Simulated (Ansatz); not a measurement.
One change: `O[SiH2]F` becomes `F[SiH2][GaH2]`.

Ansatz, PBE0-D4/def2-TZVP geometries, multiplicity 1. Each molecule was computed in one conformer, which needn't be the lowest.

Scalar relativity is left out up to krypton.

| property | `O[SiH2]F` |
| --- | --- |
| HOMO–LUMO gap (PBE/def2-TZVPP) / eV | 7.30 |
| HOMO–LUMO gap (B3LYP/def2-TZVPP) / eV | 9.16 |
| HOMO energy (PBE/def2-TZVPP) / eV | -7.81 |
| ideal-gas entropy at 298 K and 1 bar (rigid rotor, harmonic PBE0-D4/def2-TZVP) / J/(mol·K) | 276 |
| LUMO energy (PBE/def2-TZVPP) / eV | -0.51 |
| HOMO energy (ωB97M-V/def2-TZVPP) / eV | -11.63 |

(1) What does the change do to each property? (An estimate is asked.)

Results:

(1) Ansatz gave: 
| property | `F[SiH2][GaH2]` | shift |
| --- | --- | --- |
| HOMO–LUMO gap (PBE/def2-TZVPP) / eV | 3.46 | -3.84 |
| HOMO–LUMO gap (B3LYP/def2-TZVPP) / eV | 4.93 | -4.23 |
| HOMO energy (PBE/def2-TZVPP) / eV | -6.56 | 1.25 |
| ideal-gas entropy at 298 K and 1 bar (rigid rotor, harmonic PBE0-D4/def2-TZVP) / J/(mol·K) | 324 | 48 |
| LUMO energy (PBE/def2-TZVPP) / eV | -3.10 | -2.59 |
| HOMO energy (ωB97M-V/def2-TZVPP) / eV | -9.72 | 1.91 |

With PBE0 the HOMO rises by 1.63 eV and the LUMO falls by 2.68 eV, so the gap narrows by about 4.31 eV. PBE moves the HOMO by 1.25 eV and ωB97M-V by 1.91 eV. The zero-point energy changes by -3.9 kJ/mol with +3 modes.

B3LYP here is the variant with VWN-RPA as its local correlation; programs differ in this.
